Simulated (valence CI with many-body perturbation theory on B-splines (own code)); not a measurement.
## Energy levels of V I

Method: configuration interaction combined with many-body perturbation theory (CI+MBPT): five valence electrons over a frozen Dirac-Fock core [Ar], radial functions for each j: 7 s, 7 p, 8 d, 6 f, 4 g, 1 h, with the one-electron correlation potential Σ1, the two-electron term Σ2, the three-electron term Σ3, Breit, model QED; selected CI, second order for the rest, scaled by the run's own slope (own B-spline code, finite nucleus).

Against 15 measured levels this calculation errs by 760 cm⁻¹ on average and by 1229 at most. These come from a selection out of the NIST Handbook of Basic Atomic Spectroscopic Data. Levels without a partner in it may be off by more, other configurations by 1,000 to 4,000 cm⁻¹. Among the levels kept, up to 1600 cm⁻¹ of a level comes from second order outside the variational space, and about a tenth of that is noise between levels of different J, which matters for small intervals.

Levels 1 to 45 of 56, with energies above the lowest level, 3d³4s² ⁴F_3/2. "Leading %" is the weight of the configuration and term that name the level; weights of strongly mixed levels are sums over their largest components and can fall short. Lifetimes count E1, E2, E3, M1 and M2 decay at the calculated energies, and are blank where another channel may lead or the interval is too uncertain; long ones can be off by a factor of two.

| No. | Configuration | Term | J | E (cm⁻¹) | Leading % | Second component | Lifetime |
| --- | --- | --- | --- | --- | --- | --- | --- |
| 1 | 3d³4s² | ⁴F | 3/2 | 0.0 | 90 |  |  |
| 2 | 3d³4s² | ⁴F | 5/2 | 130 | 90 |  | 10600 s |
| 3 | 3d³4s² | ⁴F | 7/2 | 320 | 90 |  | 3360 s |
| 4 | 3d³4s² | ⁴F | 9/2 | 538 | 90 |  | 3550 s |
| 5 | 3d⁴4s | ⁶D | 1/2 | 3340 | 94 |  |  |
| 6 | 3d⁴4s | ⁶D | 3/2 | 3374 | 94 |  |  |
| 7 | 3d⁴4s | ⁶D | 5/2 | 3444 | 94 |  |  |
| 8 | 3d⁴4s | ⁶D | 7/2 | 3536 | 95 |  |  |
| 9 | 3d⁴4s | ⁶D | 9/2 | 3642 | 94 |  |  |
| 10 | 3d⁴4s | ⁴D | 1/2 | 9642 | 78 | 10 % 3d³4s² ⁴P |  |
| 11 | 3d⁴4s | ⁴D | 3/2 | 9685 | 83 | 6 % 3d³4s² ⁴P |  |
| 12 | 3d³4s² | ⁴P | 1/2 | 9685 | 68 | 12 % 3d⁴4s ⁴D |  |
| 13 | 3d³4s² | ⁴P | 3/2 | 9777 | 73 | 10 % 3d⁴4s ⁴P |  |
| 14 | 3d⁴4s | ⁴D | 5/2 | 9785 | 89 |  |  |
| 15 | 3d⁴4s | ⁴D | 7/2 | 9925 | 91 |  |  |
| 16 | 3d³4s² | ⁴P | 5/2 | 9951 | 78 | 10 % 3d⁴4s ⁴P | 232 s |
| 17 | 3d³4s² | ²G | 7/2 | 10986 | 89 |  | 56.7 s |
| 18 | 3d³4s² | ²G | 9/2 | 11182 | 88 |  |  |
| 19 | 3d³4s² | ²P | 1/2 | 14122 | 81 | 9 % 3d⁴4s ²P |  |
| 20 | 3d³4s² | ²P | 3/2 | 14162 | 67 | 16 % 3d³4s² ²D |  |
| 21 | 3d³4s² | ²H | 9/2 | 14903 | 86 | 4 % 3d⁴4s ²H |  |
| 22 | 3d³4s² | ²D | 3/2 | 14972 | 70 | 15 % 3d³4s² ²P | 15.7 s |
| 23 | 3d³4s² | ²D | 5/2 | 15040 | 85 | 5 % 3d⁴4s ²D | 21.0 s |
| 24 | 3d³4s² | ²H | 11/2 | 15048 | 86 | 4 % 3d⁴4s ²H |  |
| 25 | 3d³4s4p | ⁶G° | 3/2 | 15735 | 95 |  | 679 μs |
| 26 | 3d³4s4p | ⁶G° | 5/2 | 15823 | 95 |  | 867 μs |
| 27 | 3d⁴4s | ⁴H | 7/2 | 15884 | 91 |  | 986 ms |
| 28 | 3d⁴4s | ⁴H | 9/2 | 15920 | 91 |  | 1.01 s |
| 29 | 3d³4s4p | ⁶G° | 7/2 | 15939 | 95 |  | 1.14 ms |
| 30 | 3d⁴4s | ⁴H | 11/2 | 15968 | 90 |  | 1.04 s |
| 31 | 3d⁴4s | ⁴H | 13/2 | 16027 | 90 |  | 1.06 s |
| 32 | 3d³4s4p | ⁶G° | 9/2 | 16083 | 95 |  | 1.73 ms |
| 33 | 3d³4s4p | ⁶G° | 11/2 | 16254 | 94 |  | 4.36 ms |
| 34 | 3d³4s4p | ⁶G° | 13/2 | 16448 | 94 |  | 143 s |
| 35 | 3d⁴4s | ⁴P | 1/2 | 16772 | 78 | 11 % 3d³4s² ⁴P | 546 ms |
| 36 | 3d⁴4s | ⁴P | 3/2 | 16956 | 79 | 11 % 3d³4s² ⁴P | 559 ms |
| 37 | 3d⁴4s | ⁴F | 3/2 | 17040 | 90 |  | 770 ms |
| 38 | 3d⁴4s | ⁴F | 5/2 | 17065 | 89 |  | 811 ms |
| 39 | 3d⁴4s | ⁴F | 7/2 | 17103 | 88 |  | 849 ms |
| 40 | 3d⁴4s | ⁴F | 9/2 | 17147 | 88 |  | 881 ms |
| 41 | 3d⁴4s | ⁴P | 5/2 | 17254 | 80 | 10 % 3d³4s² ⁴P | 560 ms |
| 42 | 3d³4s4p | ⁶D° | 1/2 | 17615 | 81 | 8 % 3d³4s4p ⁶F° | 338 ns |
| 43 | 3d³4s4p | ⁶F° | 1/2 | 17635 | 83 | 8 % 3d³4s4p ⁶D° | 1.08 μs |
| 44 | 3d³4s4p | ⁶D° | 3/2 | 17697 | 54 | 38 % 3d³4s4p ⁶F° | 316 ns |
| 45 | 3d³4s4p | ⁶F° | 3/2 | 17721 | 55 | 36 % 3d³4s4p ⁶D° | 396 ns |

Names give the largest LS component (configuration and term), which can be under half, so a name can repeat, a term be missing and a line seem to break the LS rules; names also repeat where a configuration has a term twice.

Where two levels of one J and parity lie close, their mixing, g and order are uncertain.

The ionisation energy to 3d⁴ ⁵D0 of the next ion comes out as 6.8584 eV (NIST: 6.74619 eV (measured), further off than twice its uncertainty). All 56 levels together are meant to be complete up to 18612 cm⁻¹.
